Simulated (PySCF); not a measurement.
C4H7Cl, SMILES C=CCCCl. Atoms are numbered in the order given.

```xyz
12

C     -2.9193     0.2457    -0.1162
C     -1.8141    -0.3861    -0.5131
C     -0.4451     0.2191    -0.5498
C      0.4958    -0.4790     0.4177
Cl     2.1501     0.1933     0.3243
H     -3.8918    -0.2534    -0.1088
H     -2.8929     1.2910     0.2089
H     -1.8878    -1.4347    -0.8305
H     -0.0210     0.1376    -1.5654
H     -0.4896     1.2917    -0.3046
H      0.5733    -1.5540     0.1996
H      0.1548    -0.3625     1.4557
```
Charge 0, spin multiplicity 1.

The structure is a stationary point at PBE0-D3(BJ)/def2-SVP. One conformer was computed; it need not be the lowest.

The numbers are results of PySCF with SMD-ωB97X/def2-SVP, not measurements.

Solvation free energies are E(SMD) − E(gas) at the gas-phase geometry, for 1 M in both phases. In vacuum the dipole moment is 1.84 D.

Problem. Estimate the solvation free energies in water, N,N-dimethylformamide, tetrahydrofuran. (Estimate from the structure and the level; the computed values follow.)

Solution. 
| solvent | ΔG(solv) (kcal/mol) | its non-electrostatic (CDS) part | dipole (D) |
|---|---|---|---|
| water | -0.5 | 3.2 | 2.22 |
| N,N-dimethylformamide | -4.3 | -0.7 | 2.21 |
| tetrahydrofuran | -4.5 | -1.4 | 2.15 |
